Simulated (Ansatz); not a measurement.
Compare A (`CC1[SiH2]C1=O`) with its isomer B (`C[SiH]1C=CO1`).

Calculated with Ansatz (gas phase, PBE0-D4/def2-TZVP geometries, no zero-point term in ΔE). CCSD(T)/CBS adds triple-zeta CCSD(T) − MP2 to the extrapolated MP2 energy (def2 sets, frozen cores). Functionals use def2-TZVPP. B3LYP here is the variant with VWN-RPA as its local correlation; programs differ in this.

Question: Which isomer does CCSD(T)/CBS put lower? Give the gap. (Best estimate.)

Answer: Computed: B, by 213.4 kJ/mol.

Question: Give E(B) − E(A) in kJ/mol with r2SCAN-D4, PBE0-D4, HF/def2-TZVPP, ωB97M-V, B3LYP, MP2/def2-TZVPP, B3LYP-D4. (Estimate.)

Answer: The calculation gave: r2SCAN-D4 -196.9, PBE0-D4 -195.8, HF/def2-TZVPP -229.5, ωB97M-V -211.0, B3LYP -194.7, MP2/def2-TZVPP -215.0, B3LYP-D4 -195.0. None reverses the order clearly.

Largest T1 diagnostic: 0.016.

In def2-TZVPP, CCSD(T) changes the Hartree–Fock value by +21.3 kJ/mol (the triples alone add +5.7 kJ/mol) and MP2 by +14.5 kJ/mol. From PBE to PBE0 (25 % exact exchange), in def2-TZVPP and without D4, E(B) − E(A) moves by −20.2 kJ/mol.
